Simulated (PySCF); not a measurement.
Compound: C₅H₁₁OPSi₂.
Numbering: `[CH3:1][Si@H:2]([PH2:3])[SiH2:4][c:5]1[cH:6][cH:7][cH:8][o:9]1` (hydrogens: H10, H11, H12 on C1; H13 on Si2; H14, H15 on P3; H16, H17 on Si4; H18 on C6; H19 on C7; H20 on C8)

The calculation used PBE0-D3(BJ)/def2-SVP geometry optimisation, gas phase in PySCF 2.14.0.

**Question.** List the bond lengths, angles and torsions at this level.

**Answer.** 
```
                  bond  length (pm)
                C1–Si2        188.6
                Si2–P3        227.3
               Si2–Si4        234.6
                Si4–C5        187.0
                 C5–C6        137.2
                 C6–C7        142.7
                 C7–C8        136.4
                 C8–O9        134.4
                 C5–O9        136.5
C1–H10, C1–H11, C1–H12        110.1
               Si2–H13        149.9
        P3–H14, P3–H15        142.9
               Si4–H16        149.6
               Si4–H17        149.8
                C6–H18        108.8
                C7–H19        108.8
                C8–H20        108.7
```

Bonds in one row agree within 1 pm and their mean is given. A selection of angles:
```
      angle  degrees
 Si2–C1–H10    110.6
 Si2–C1–H12    110.4
 H10–C1–H11    108.1
  C1–Si2–P3    108.2
 C1–Si2–Si4    111.6
 C1–Si2–H13    110.1
 P3–Si2–Si4    105.9
 P3–Si2–H13    111.9
Si4–Si2–H13    109.1
 Si2–P3–H14     93.8
 H14–P3–H15     93.9
 Si2–Si4–C5    109.5
Si2–Si4–H16    112.2
Si2–Si4–H17    109.1
 C5–Si4–H16    106.7
 C5–Si4–H17    110.6
H16–Si4–H17    108.7
  Si4–C5–C6    133.4
  Si4–C5–O9    117.9
   C6–C5–O9    108.6
   C5–C6–C7    106.9
  C5–C6–H18    125.9
  C7–C6–H18    127.2
   C6–C7–C8    105.7
  C6–C7–H19    127.7
  C8–C7–H19    126.6
   C7–C8–O9    110.5
  C7–C8–H20    133.2
  O9–C8–H20    116.3
   C5–O9–C8    108.3
```

Dihedral angles: C1–Si2–Si4–C5 169° (antiperiplanar); Si2–Si4–C5–C6 120° (anticlinal).

The 5-membered ring C5–C6–C7–C8–O9 has internal angles of 105.7° to 110.5°; it is planar, 0.00 Å rms from its mean plane, widest ring torsion 0°. P3 (three-coordinate phosphorus) is pyramidal (angles 94.2°, 93.9° and 93.8°, sum 281.9°, 0.86 Å off the plane of its three neighbours). The 3 C–C bonds span 1.364 Å (C7–C8, aromatic) to 1.427 Å (C6–C7, aromatic), a spread of 0.063 Å. Si2 (SiH silicon) is distorted tetrahedral (angles from 105.9° to 111.9°). The 2 C–O bonds span 1.344 Å (C8–O9, aromatic) to 1.365 Å (C5–O9, aromatic), a spread of 0.021 Å. Si4 (SiH2 silicon) is tetrahedral (angles from 106.7° to 112.2°).

Point group: C1 (no symmetry element, even within 0.4 Å). No frequency check. The numbers are those of one conformer (C1–Si2–P3–H 72° and 166°, C1–Si2–Si4–C5 169°, Si2–Si4–C5–C6 120°).
